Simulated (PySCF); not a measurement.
Simulation results for BGeH5O

All values are calculated (PySCF 2.14.0). Calculation on a computer-drawn molecule: the log of a Hartree-Fock and frozen-core CCSD(T) single point meant for a local Hartree-Fock minimum, with one planted fault or none, to be diagnosed. Offsets are logged minus clean, where the clean run is the same molecule without the fault. The reference is restricted for singlets and unrestricted otherwise, and also for a bond in bohr or an excited solution. Adding or removing an electron swaps singlet and doublet. The excited solution moves the top pair (singlet) or top alpha electron (doublet) to the lowest empty orbital. Highest occupied and lowest empty are orbital energies over both spins, largest force is the largest gradient component, triples share is (T) over the correlation energy, the T1 limit is 0.02 restricted and 0.045 unrestricted, electrons count all cores, a negative frequency is imaginary (commonest isotopes), and the dipole is about the centre of nuclear charge; on germanium a core potential holds 10 electrons, which the energies leave out, and 3d is frozen in MP2 and coupled-cluster steps.

```xyz
8
formula=BGeH5O meant_charge=0 meant_multiplicity=1 meant_basis=cc-pVDZ meant_basis_and_core_potential_on_germanium=cc-pVDZ-PP_ECP10MDF logged_electrons=50 logged_basis_functions=76 logged_SCF_converged=yes logged_spin_squared=0 logged_highest_occupied=-11.486 logged_lowest_empty=3.2907 logged_largest_force=0.022102 logged_T1_diagnostic=0.016152 logged_D1_diagnostic=0.054378 logged_triples_share=0.024786 logged_CC_converged=yes logged_dipole_magnitude=2.2169 logged_SCF_stable_within_its_kind=yes logged_energy_HF=-395.87337 logged_energy_CCSD(T)=-396.29916 possible_faults=no_fault,one_electron_removed,one_electron_added,multiplicity_raised_by_two,geometry_at_a_saddle_point,SCF_held_on_an_excited_solution,minimal_basis_STO-3G,one_bond_length_entered_in_bohr,all_coordinates_scaled planted_fault=all_coordinates_scaled,by_+3.1_% HF_energy_offset_from_clean_run=4.107 CCSD(T)_energy_offset_from_clean_run=1.067
B     -0.3863     2.1362    -1.4398
O      0.3315     1.2335    -0.6779
Ge    -0.0695     0.4490     0.9522
H     -1.4981     2.5569    -1.0613
H      0.0990     2.5230    -2.5151
H     -0.0834    -1.1024     0.7027
H     -1.4722     0.9799     1.4297
H      1.0818     0.8662     1.9368
```

Units: logged_highest_occupied, logged_lowest_empty in eV; logged_largest_force in hartree/bohr; logged_dipole_magnitude in debye; logged_energy_HF, logged_energy_CCSD(T) in hartree; HF_energy_offset_from_clean_run, CCSD(T)_energy_offset_from_clean_run in kcal/mol.

Drawn bonds:
```
atom  other atom  order
   1           2      1
   2           3      1
   1           4      1
   1           5      1
   3           6      1
   3           7      1
   3           8      1
```
